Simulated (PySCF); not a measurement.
# How exact exchange moves a shielding

Molecule: `C[N](C)[AlH][F]`, C2H7AlFN.

Cartesian coordinates in Å; atom numbers follow the order of the lines, from 1:
```xyz
12

C    -0.8820   -1.1048   -0.0488
N     0.0624   -0.0173    0.0016
C    -0.5532    1.2865   -0.0494
Al    1.8115   -0.2747    0.1222
F     2.7760    1.0849    0.1620
H    -1.4811   -1.0898   -0.9808
H    -0.3663   -2.0778   -0.0049
H    -1.5983   -1.0718    0.7959
H    -1.1409    1.4281   -0.9777
H    -1.2463    1.4484    0.7998
H     0.2100    2.0785   -0.0128
H     2.4455   -1.7130    0.1867
```

GIAO shieldings (ppm, equivalent atoms averaged) in PySCF 2.14 on the PBE0-D3(BJ)/def2-SVP geometry, basis pcSseg-2, gas phase, non-relativistic:

| functional | exact exchange (%) | σ(C1/C3) | σ(N2) | σ(Al4) | σ(F5) |
| --- | --- | --- | --- | --- | --- |
| BLYP | 0 | 132.5 | 177.0 | 406.9 | 337.6 |
| BP86 | 0 | 137.1 | 184.1 | 410.7 | 337.6 |
| PBE | 0 | 137.4 | 183.9 | 410.5 | 336.8 |
| B3LYP | 20 | 138.0 | 190.9 | 417.8 | 351.1 |
| mPW1PW91 | 25 | 143.0 | 200.5 | 426.0 | 355.1 |
| BHandHLYP | 50 | 144.9 | 207.5 | 434.1 | 366.5 |
| HF | 100 | 154.8 | 230.0 | 464.9 | 386.7 |

Question: Fit each shielding as a line in the percentage of exact exchange.

Answer: σ(C1/C3) = 135.8 + 0.19 x (rms 1.8 ppm); σ(N2) = 182.7 + 0.49 x (rms 3.2 ppm); σ(Al4) = 409.1 + 0.55 x (rms 2.1 ppm); σ(F5) = 339.1 + 0.50 x (rms 2.3 ppm). The functionals also differ in their semilocal parts, which the line can't hold; Hartree–Fock has no correlation at all.

Question: What does the line predict for PBE0 (25 %), and what does the run give?

Answer: σ(C1/C3): 140.6 predicted, 143.7 computed; σ(N2): 194.9 predicted, 200.6 computed; σ(Al4): 422.9 predicted, 425.1 computed; σ(F5): 351.6 predicted, 354.1 computed ppm.
